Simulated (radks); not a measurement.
Species: the terbium ion Tb4+. Configuration: [Kr] 4d10 4f7 5s2 5p5 5f1 (not the ground configuration).

Method: scalar-relativistic Kohn-Sham, SCAN, spin-polarised, spherical densities, finite nucleus; open shells are filled with parallel spins first (spin-orbit coupling, left out, can overturn this in heavy ions); meta-GGA in the generalised Kohn-Sham scheme; Fermi nuclear charge, rms radius 5.06 fm; computed with a radial shooting solver on a logarithmic mesh with Libxc functionals.

Energy parts (hartree):
| part | energy |
|---|---|
| total | -11705.2087 |
| kinetic | 12597.8039 |
| electron-nucleus | -28470.4051 |
| Hartree | 4422.6859 |
| exchange-correlation | -255.2935 |

Orbitals (lengths in bohr, moments of r in powers of bohr):
orbital,occ.,eigenvalue (hartree),<r^2>
1s up,1,-1910.544,0.0006317
1s down,1,-1910.541,0.0006317
2s up,1,-319.4271,0.009881
2s down,1,-319.4203,0.009880
2p up,3,-283.9361,0.007989
2p down,3,-283.9295,0.007988
3s up,1,-73.06642,0.06536
3s down,1,-72.93006,0.06518
3p up,3,-62.04457,0.06570
3p down,3,-61.90319,0.06549
3d up,5,-47.67669,0.05526
3d down,5,-47.56078,0.05501
4s up,1,-16.56359,0.3283
4s down,1,-16.25508,0.3293
4p up,3,-12.90235,0.3699
4p down,3,-12.59506,0.3714
4d up,5,-7.86614,0.4409
4d down,5,-7.55269,0.4449
4f up,7,-2.38653,0.7247
5s up,1,-3.75284,1.745
5s down,1,-3.61307,1.816
5p up,3,-2.79659,2.244
5p down,2,-2.66995,2.315
5f up,1,-0.70758,12.53

The highest occupied level is 5f up at -19.254 eV. The electron density at the nucleus is 7.201e+05 e/bohr^3 (large components only). The density falls to 0.001 e/bohr^3 at r = 4.19 bohr. Spin moment in Bohr magnetons: 9.

Empty levels of this run are not shown, since the potential may be unsettled where no density lies.
